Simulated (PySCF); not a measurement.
**Ionising TlGa**

UHF-MP2; basis Tl def2-SVP with ECP60, Ga def2-SVP; scalar-relativistic core potentials; PySCF 2.14. Neutral (UHF): triplet (σ ↑, π ↑), Re = 2.886 Å, ωe = 134 cm⁻¹, De = 1.10 eV.

TlGa⁺ (UHF): doublet (σ ↑), Re = 3.438 Å, ωe = 75.1 cm⁻¹. The energies at the minima are -2094.75298 hartree for TlGa and -2094.55675 for TlGa⁺.

Work out the adiabatic ionisation energy, without and with harmonic zero-point energies (1 hartree = 27.2114 eV, 1 eV = 8065.5 cm⁻¹), and the change of the bond length.

At UHF-MP2: 0.19623 hartree = 5.340 eV between the minima; the zero-point term (75.1 − 134.0)/2 cm⁻¹ = -0.004 eV makes it 5.336 eV. Re changes by +55.2 pm against the neutral. The electron leaves a π orbital, and the ion is left as a loose complex of an ion and an atom.

Correlated steps freeze 13 core orbitals. Correlated levels converge slowly with the basis: in double zeta they bind strong bonds too weakly, by up to about 1 eV, and carry superposition errors of some tenths. These are scalar-relativistic numbers at best; spin–orbit coupling would shift them, the dissociation energy most. States were picked by a PBE0 search and need not be the measured ground states.
